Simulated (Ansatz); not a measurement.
Geometry optimisation of C₂H₇ClGeOS, SMILES `C[O][GeH]([Cl])[S]C`.

```yaml
crystal:
  periodic: [false, false, false]
  atoms:
    - {symbol: C, position_ang: [1.521110, 1.294510, -0.618760]}
    - {symbol: O, position_ang: [0.338660, 1.282010, 0.155040]}
    - {symbol: Ge, position_ang: [-1.250600, 0.657580, -0.303330]}
    - {symbol: Cl, position_ang: [-1.894890, 1.599530, -2.077550]}
    - {symbol: S, position_ang: [-1.155750, -1.556630, -0.586440]}
    - {symbol: C, position_ang: [-0.383270, -2.008580, 1.010010]}
    - {symbol: H, position_ang: [1.831910, 0.283450, -0.895280]}
    - {symbol: H, position_ang: [2.297170, 1.752440, -0.004080]}
    - {symbol: H, position_ang: [1.390480, 1.882350, -1.529790]}
    - {symbol: H, position_ang: [-1.987660, 1.147330, 0.931270]}
    - {symbol: H, position_ang: [-1.105360, -1.895520, 1.812550]}
    - {symbol: H, position_ang: [0.489880, -1.389330, 1.191990]}
    - {symbol: H, position_ang: [-0.091690, -3.049140, 0.914390]}
basis:
  gaussian: {orbitals: def2-TZVP}
hamiltonian: {xc: pbe0, dispersion: d4}
relax: {f_tol: 0.005, max_steps: 150}
```

```sh
$ ansatz run in.yaml --threads 2 --pin off --events-out ev --progress --plain --max-ram 20480MiB --backend cuda --devices 0, --max-vram 18GiB
```

Output, abridged:

```
Functional definition: PBE0
mean field -84096.29122701 eV, -3090.4817000789 hartree, gradient 6.5e-5 eV, S^2 0.000000; 0 other end points of the search recorded, 0 dependent functions left out
relax step   1: F+E_penalty+E_count = -84096.60097898 eV  Δ(F+E_penalty+E_count) = +0.000e0 eV  max|allowed force component| = 8.311e-1 eV/Å  Δτ_max = 0.0000 Å  (30 SCF iters, accepted)
mean field -84096.35361529 eV, -3090.4839928061 hartree, gradient 9.8e-6 eV, S^2 0.000000; 0 other end points of the search recorded, 0 dependent functions left out
relax step   2: F+E_penalty+E_count = -84096.66820197 eV  Δ(F+E_penalty+E_count) = -6.722e-2 eV  max|allowed force component| = 3.857e-1 eV/Å  Δτ_max = 0.1256 Å  (31 SCF iters, accepted)
mean field -84096.38268542 eV, -3090.4850611135 hartree, gradient 2.3e-5 eV, S^2 0.000000; 0 other end points of the search recorded, 0 dependent functions left out
relax step   3: F+E_penalty+E_count = -84096.69602194 eV  Δ(F+E_penalty+E_count) = -2.782e-2 eV  max|allowed force component| = 1.407e-1 eV/Å  Δτ_max = 0.0812 Å  (32 SCF iters, accepted)
mean field -84096.38980899 eV, -3090.4853229001 hartree, gradient 2.2e-5 eV, S^2 0.000000; 0 other end points of the search recorded, 0 dependent functions left out
relax step   4: F+E_penalty+E_count = -84096.70338312 eV  Δ(F+E_penalty+E_count) = -7.361e-3 eV  max|allowed force component| = 1.220e-1 eV/Å  Δτ_max = 0.0437 Å  (32 SCF iters, accepted)
mean field -84096.39422751 eV, -3090.4854852776 hartree, gradient 2.1e-5 eV, S^2 0.000000; 0 other end points of the search recorded, 0 dependent functions left out
relax step   5: F+E_penalty+E_count = -84096.70938052 eV  Δ(F+E_penalty+E_count) = -5.997e-3 eV  max|allowed force component| = 1.527e-1 eV/Å  Δτ_max = 0.0459 Å  (31 SCF iters, accepted)
mean field -84096.37769469 eV, -3090.4848777075 hartree, gradient 6.9e-6 eV, S^2 0.000000; 0 other end points of the search recorded, 0 dependent functions left out
relax step   6: F+E_penalty+E_count = -84096.69468135 eV  Δ(F+E_penalty+E_count) = +1.470e-2 eV  max|allowed force component| = 5.149e-1 eV/Å  Δτ_max = 0.1146 Å  (32 SCF iters, rejected (line search))
mean field -84096.39644167 eV, -3090.4855666464 hartree, gradient 2.1e-5 eV, S^2 0.000000; 0 other end points of the search recorded, 0 dependent functions left out
relax step   7: F+E_penalty+E_count = -84096.71288788 eV  Δ(F+E_penalty+E_count) = -3.507e-3 eV  max|allowed force component| = 1.889e-2 eV/Å  Δτ_max = 0.0573 Å  (31 SCF iters, accepted)
mean field -84096.39673408 eV, -3090.4855773923 hartree, gradient 2.1e-5 eV, S^2 0.000000; 0 other end points of the search recorded, 0 dependent functions left out
relax step   8: F+E_penalty+E_count = -84096.71337721 eV  Δ(F+E_penalty+E_count) = -4.893e-4 eV  max|allowed force component| = 1.867e-2 eV/Å  Δτ_max = 0.0227 Å  (32 SCF iters, accepted)
mean field -84096.39683452 eV, -3090.4855810835 hartree, gradient 2.1e-5 eV, S^2 0.000000; 0 other end points of the search recorded, 0 dependent functions left out
relax step   9: F+E_penalty+E_count = -84096.71350749 eV  Δ(F+E_penalty+E_count) = -1.303e-4 eV  max|allowed force component| = 1.877e-2 eV/Å  Δτ_max = 0.0213 Å  (32 SCF iters, accepted)
mean field -84096.39716556 eV, -3090.4855932491 hartree, gradient 2.1e-5 eV, S^2 0.000000; 0 other end points of the search recorded, 0 dependent functions left out
relax step  10: F+E_penalty+E_count = -84096.71356670 eV  Δ(F+E_penalty+E_count) = -5.921e-5 eV  max|allowed force component| = 1.561e-2 eV/Å  Δτ_max = 0.0098 Å  (33 SCF iters, accepted)
mean field -84096.39734921 eV, -3090.4855999979 hartree, gradient 2.1e-5 eV, S^2 0.000000; 0 other end points of the search recorded, 0 dependent functions left out
relax step  11: F+E_penalty+E_count = -84096.71363584 eV  Δ(F+E_penalty+E_count) = -6.914e-5 eV  max|allowed force component| = 5.143e-3 eV/Å  Δτ_max = 0.0132 Å  (33 SCF iters, accepted)
mean field -84096.39740110 eV, -3090.4856019050 hartree, gradient 2.1e-5 eV, S^2 0.000000; 0 other end points of the search recorded, 0 dependent functions left out
relax step  12: F+E_penalty+E_count = -84096.71364031 eV  Δ(F+E_penalty+E_count) = -4.470e-6 eV  max|allowed force component| = 1.031e-2 eV/Å  Δτ_max = 0.0021 Å  (33 SCF iters, accepted)
mean field -84096.39740482 eV, -3090.4856020416 hartree, gradient 2.1e-5 eV, S^2 0.000000; 0 other end points of the search recorded, 0 dependent functions left out
relax step  13: F+E_penalty+E_count = -84096.71364992 eV  Δ(F+E_penalty+E_count) = -9.607e-6 eV  max|allowed force component| = 1.461e-3 eV/Å  Δτ_max = 0.0035 Å  (34 SCF iters, accepted)
mean field -84096.39740482 eV, -3090.4856020416 hartree, gradient 2.1e-5 eV, S^2 0.000000; 1 other end points of the search recorded, 0 dependent functions left out
Total energy: -84096.71368498 eV, -3090.4972251231 hartree
Atom 0 at     1.481718     1.292419    -0.630295 Å, force     0.000615    -0.000083     0.000241 eV/Å
Atom 1 at     0.373421     1.385458     0.242044 Å, force    -0.000267     0.000209    -0.000148 eV/Å
Atom 2 at    -1.172777     0.677887    -0.225005 Å, force    -0.000291    -0.000420     0.001461 eV/Å
Atom 3 at    -1.833394     1.555304    -2.071291 Å, force    -0.000383     0.000522    -0.000911 eV/Å
Atom 4 at    -0.964094    -1.470217    -0.640200 Å, force    -0.000202    -0.000834    -0.000673 eV/Å
Atom 5 at    -0.371181    -1.980115     1.001599 Å, force    -0.000123     0.000574     0.000379 eV/Å
Atom 6 at     1.662343     0.260766    -0.953700 Å, force     0.000311     0.000271    -0.000225 eV/Å
Atom 7 at     2.359032     1.648563    -0.087205 Å, force    -0.000088     0.000035     0.000182 eV/Å
Atom 8 at     1.342398     1.915956    -1.519451 Å, force     0.000140     0.000282    -0.000488 eV/Å
Atom 9 at    -2.127798     1.040226     0.914136 Å, force     0.000336    -0.000137    -0.000081 eV/Å
Atom 10 at    -1.128337    -1.813475     1.767723 Å, force     0.000473     0.000047     0.000057 eV/Å
Atom 11 at     0.550166    -1.463516     1.267294 Å, force    -0.000201    -0.000234     0.000357 eV/Å
Atom 12 at    -0.171507    -3.049256     0.934372 Å, force    -0.000322    -0.000233    -0.000152 eV/Å
Dipole moment:     0.230278    -0.263374     0.386587 e Å
```

It took 23 s on 2 threads of an AMD EPYC 7R13 on a shared host and a share of an NVIDIA H100 80 GB, with 0.97 GiB of host memory at the peak.
